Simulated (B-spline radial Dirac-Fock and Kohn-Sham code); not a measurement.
Z = 29 (copper), transition energy 100 keV. Model: a Dirac-Hartree-Slater potential of the neutral atom with a Latter tail (no hole, which puts coefficients of high multipoles low close above an edge), finite nucleus with surface currents. Program: an atomic code on a B-spline grid. Subshells that would emit electrons below 1 keV are left out.

**Question.** A pure transition shows α(K) = 4.82, L1/L2 = 8.51 and L1/L3 = 5.02. What is its multipolarity?
A. E1
B. M3
C. E4
D. M4
E. M2
F. E2
G. M1
H. E3

**Answer.** B. For comparison, α(K), L1/L2, L1/L3 are E1 0.0497, 30.6, 17.8; E2 0.544, 7.58, 5.21; E3 4.93, 2.24, 1.68; E4 42.6, 0.890, 0.692; M1 0.0483, 27.0, 62.9; M2 0.498, 13.9, 16.6; M4 46.5, 5.89, 2.33.

Run: 0.40 s of CPU time on 1 thread of Neoverse-V2 (shared host), peak memory 0.31 GiB.

Values without a named source are computed, but for edge energies of neutral atoms, which are taken from tables.
